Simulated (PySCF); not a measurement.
BrSi, SMILES [Si]Br (connectivity only; charge and spin as stated), charge +1, multiplicity 1.

Geometry: B3LYP-D3(BJ)/def2-TZVP. The spin state was assumed, not searched.

These are B3LYP-D3(BJ)/def2-TZVP (PySCF) values and carry that method's errors.

Frequencies are harmonic and unscaled.

```csv
mode,ν (cm⁻¹),IR (km/mol),Raman (Å⁴/amu),depolarisation,moving atoms (share of kinetic energy)
1,515,106.7,25.6,0.26,"Si 74 %, Br 26 %"
```
